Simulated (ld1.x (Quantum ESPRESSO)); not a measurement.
## What one change does to a pseudopotential (Hg (Z = 80), TM semilocal)

- Element: Hg (Z = 80)
- Generator: ld1.x (Quantum ESPRESSO) 7.5
- Type: norm-conserving Troullier–Martins (semilocal form)
- Functional: BP86
- Relativity: scalar-relativistic
- Frozen core: [Xe] 4f14
- Valence charge: 12
- Reference configuration: 5d10 6s1 6p0 (charge +1)
- Partial waves: 6s (bound): rc 1.75 bohr; 6p (bound, empty): rc 2.50 bohr; 5d (bound): rc 2.20 bohr
- Local potential: the d channel
- Core correction: Bessel-smoothed model core inside 1.80 bohr

All-electron outer shells of the reference configuration (BP86, scalar-relativistic, ld1.x):

| shell | level (eV) | outermost node (bohr) | outermost maximum (bohr) |
| --- | --- | --- | --- |
| 5p | -75.78 | 0.50 | 0.93 |
| 5d | -18.97 | 0.55 | 1.17 |
| 6s | -14.89 | 1.08 | 2.13 |
| 6p | -7.48 | 1.27 | 2.84 |

Change: wave 6s (bound): rc 1.75 bohr becomes 6s (bound): rc 2.36 bohr.

Cutoffs: the cutoffs (Ry, on a coarse ladder) from which the occupation-weighted sum of valence levels, in a spherical-Bessel basis at the reference potential, stays within 10 and 1 mRy of its value at 400 Ry; they do not see the model core or the augmentation charge, which bear on the density cutoff. Errors are all-electron minus pseudo energies relative to the spin-unpolarised reference configuration.

**Question.** Predict the effect on cutoff, ghosts and configuration errors.

**Answer.** The potential gets softer (45 Ry and 70 Ry → 40 Ry and 60 Ry); of the 7 tests that both files solve, the error grows in 3 and shrinks in 0 by more than 15 % and 0.3 meV (median size 14.9 → 19.0 meV); neither file shows a bound ghost. A larger radius leaves more room for a smooth pseudo-wave, so fewer plane waves are needed. More of the atom is replaced by a form fitted at one configuration, so other configurations suffer. A semilocal file is local in each channel, so a ghost entry of none says nothing of the separable form that plane-wave codes build from it.

```tsv
quantity	base	changed
cutoff, loose	45 Ry	40 Ry
cutoff, tight	70 Ry	60 Ry
loose cutoff by channel (10 mRy a level)	s 21 Ry, d 35 Ry	s 8 Ry, d 35 Ry
bound ghosts	none	none
error for 5d10 6s2 6p0, meV [ΔE -10.87 eV]	+0.9	-1.7
error for 5d10 6s0 6p0, meV [ΔE 19.12 eV]	-15	-19
error for 5d9 6s0 6p0, meV [ΔE 54.76 eV]	-78	-75
error for 5d8 6s0 6p0, meV [ΔE 104.61 eV]	-307	-292
error for 5d9 6s2 6p0, meV [ΔE 4.76 eV]	-38	-55
error for 5d10 6s0 6p2, meV [ΔE 1.79 eV]	-5.1	-5.4
error for 5d10 6s1 6p1, meV [ΔE -4.77 eV]	+0.1	+0.3
s: phases at 2.72 bohr within 0.05 rad from the reference energy up to (Ry; the scan ends near 5)	1.3	1.9
p: phases at 2.72 bohr within 0.05 rad from the reference energy up to (Ry; the scan ends near 5)	2.7	2.7
d: phases at 2.72 bohr within 0.05 rad from the reference energy up to (Ry; the scan ends near 5)	1.1	1.1
```
